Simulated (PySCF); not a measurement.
## Static response to an electric field

Compound: C₂H₉FSi₄.
Geometry (GFN2-xTB, Å), atoms numbered from 1 in this order:
```xyz
16
C2H9FSi4 angstrom
C      3.116    1.019   -1.223
C      2.603    0.299   -0.409
Si     1.739   -0.827    0.781
F      1.168    0.152    1.946
Si    -0.118   -1.779   -0.208
Si    -1.548   -0.213   -1.172
Si    -2.214    1.505    0.231
H      3.580    1.653   -1.924
H      2.777   -1.566    1.498
H     -0.821   -2.592    0.803
H      0.379   -2.786   -1.162
H     -2.709   -0.903   -1.763
H     -0.853    0.336   -2.351
H     -1.074    2.330    0.629
H     -3.206    2.402   -0.370
H     -2.828    0.978    1.454
```

Level: CAM-B3LYP/def2-SVPD (PySCF), static field, nuclei fixed, core orbitals frozen in the response. The polarisability tensor in these axes (au):

```
x   146.06  -4.24  -0.23
y    -4.24 136.20  -5.50
z    -0.23  -5.50 122.79
```

Give the principal values, the mean and the anisotropy Δα = √{½[(α1 − α2)² + (α2 − α3)² + (α1 − α3)²]}.

Principal values 120.72, 136.58 and 147.75 au; mean 135.01 au = 20.01 Å³ = 22.26 × 10⁻⁴⁰ C²·m²/J; Δα = 23.53 au (17 % of the mean).

What is the dipole moment, and where does it point?

(0.07, -0.63, -1.70) D, 1.81 D in size, pointing from the negative to the positive side. Measured along this direction, the outermost atoms are F4 and H16 at the negative end and H11 and H13 at the positive end.

Traceless (Buckingham) quadrupole moment about the centre of nuclear charge: eigenvalues?

-9.15, 0.38, 8.77 D·Å. The values depend on the origin, since the dipole doesn't vanish. The electronic extent ⟨r²⟩ about the same centre is 2026 bohr², a root-mean-square distance of 2.57 Å for the 86 electrons.

Sum over states: ᾱ = Σ f/ω², ω in Eh. What share falls to these 8 lowest TDDFT singlets (eV, f)? 5.62, 0.0140; 6.15, 0.0037; 6.37, 0.0167; 6.56, 0.0628; 6.82, 0.0862; 6.93, 0.0644; 7.16, 0.1620; 7.33, 0.0507.

They add up to 7.19 au, 5.3 % of the 135.01 au; the largest single term is 2.34 au, from the state at 7.16 eV. Terms in order: 0.33, 0.07, 0.30, 1.08, 1.37, 0.99, 2.34, 0.70 au. Higher excitations give the rest. The strengths listed sum to 0.461.

Rayleigh depolarisation ratio (linearly polarised light, static tensor)?

ρ = 3Δα²/(45ᾱ² + 4Δα²) = 1661.0/(820304 + 2214.6) = 0.00202.

Estimate the molar refractivity from the static electronic polarisability.

Lorentz–Lorenz: R = (4π/3)N_A α = 2.5225 cm³/(mol·Å³) × 20.01 Å³ = 50.5 cm³/mol, in the limit of long wavelengths.

How large is μ²/3kT at 273 K beside α?

In Gaussian units μ²/3kT = 28.98 Å³ against 20.01 Å³, a ratio of 1.45; the Debye molar polarisation (4π/3)N_A(α + μ²/3kT) is 123.6 cm³/mol, leaving out the vibrational part.

One conformer (not necessarily the lowest) at the GFN2-xTB geometry, without solvent, vibrations or thermal averaging.
